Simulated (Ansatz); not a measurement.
**Worked example: GaH(CH3)(SH) + GeH2(SH)2 → GaH(SH)2 + GeH2(CH3)(SH)**

Species: GaH(CH3)(SH), singlet; GeH2(SH)2, singlet; GaH(SH)2, singlet; GeH2(CH3)(SH), singlet. The partners trade CH3 for SH: Ga–CH3 and Ge–SH bonds give way to Ga–SH and Ge–CH3.

Shapes, held fixed at every level: PBE0-D4/def2-TZVP. Flexible molecules stand in one conformer, not always the lowest. Programs: Ansatz 0.2.0. The zero-point and thermal change to 298 K, harmonic and unscaled (PBE0-D4/def2-TZVP), is +1.5 kJ/mol.

At CCSD(T)/def2-TZVPP; 1 Eh = 2625.50 kJ/mol:

| species | energy (Eh) |
| --- | --- |
| GaH(CH3)(SH) | -2362.273938 |
| GeH2(SH)2 | -2873.521434 |
| GaH(SH)2 | -2720.806140 |
| GeH2(CH3)(SH) | -2515.006755 |

Q: Work out ΔH(298 K) of the reaction at this level.

A: 
1. Products less reactants: (-2720.806140) + (-2515.006755) − [(-2362.273938) + (-2873.521434)] = -0.017523 Eh = -46.0 kJ/mol.
2. With the thermal change: -46.0 + (+1.5) = -44.5 kJ/mol.

Other levels give -47.8 (MP2/def2-SVP) to -39.6 kJ/mol (SPW92/def2-TZVPP). No measured value is set beside it here. Relativity is left out for Ga, Ge. Outer-core shells of Ga, Ge are correlated in most correlated rows, in sets that cover them unevenly.
